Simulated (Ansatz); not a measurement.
Ansatz results at the PBE0-D4/def2-TZVP geometry: HOMO–LUMO gap (B3LYP/def2-TZVPP) 7.35 eV; HOMO–LUMO gap (ωB97M-V/def2-TZVPP) 11.74 eV; size of the dipole moment (PBE/def2-TZVPP) 0.69 D.

Each molecule was computed in one conformer, which needn't be the lowest.

(1) Which molecule gave them?
A. `B[O][GeH3]`
B. `FC1[O][GeH2][SiH2]1`
C. `CNC(N)O`
D. `NB1B[SiH2]1`

Answers

(1) C. The others give `B[O][GeH3]`: 7.39, 12.02, 1.94; `FC1[O][GeH2][SiH2]1`: 6.67, 11.06, 2.36; `NB1B[SiH2]1`: 4.00, 8.08, 3.71.

B3LYP here is the variant with VWN-RPA as its local correlation; programs differ in this.
